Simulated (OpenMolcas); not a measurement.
# GaH2ClO: a line through the functionals

GaH2ClO: 5 atoms, total charge 0, spin state singlet. As SMILES, `[OH][GaH][Cl]`. Geometry: relaxed at PBE0-D4/def2-TZVP. This is one conformer, not always the lowest.

The vertical energy of the triplet above the singlet y, in eV, basis def2-SVPD; a is the functional's share of exact exchange. Programs: OpenMolcas 26.06.

| functional | program | a | y (eV) |
| --- | --- | --- | --- |
| TPSS | OpenMolcas | 0 | 5.85 |
| BLYP | OpenMolcas | 0 | 5.77 |
| B3LYP | OpenMolcas | 0.2 | 6.18 |
| PBE0 | OpenMolcas | 0.25 | ? |
| BHLYP | OpenMolcas | 0.5 | 6.73 |

**Question.** Fit y = c + s·a to the known rows and predict PBE0.

**Answer.** 
1. Means of the 4 rows: a = 0.1750, y = 6.133.
2. Σ(Δa)² = 0.1675, Σ(Δa·Δy) = 0.30825, so the slope is 0.30825/0.1675 = 1.8403.
3. Intercept: 6.133 − (1.8403) × 0.1750 = 5.811. The largest residual of the fit is 0.041.
4. PBE0: 5.811 + (1.8403) × 0.25 = 6.27 eV.

The run gave 6.23 eV, so the prediction is off by +0.04 eV, within the largest residual. The rows mix families of semi-local functionals, which the line can't see.
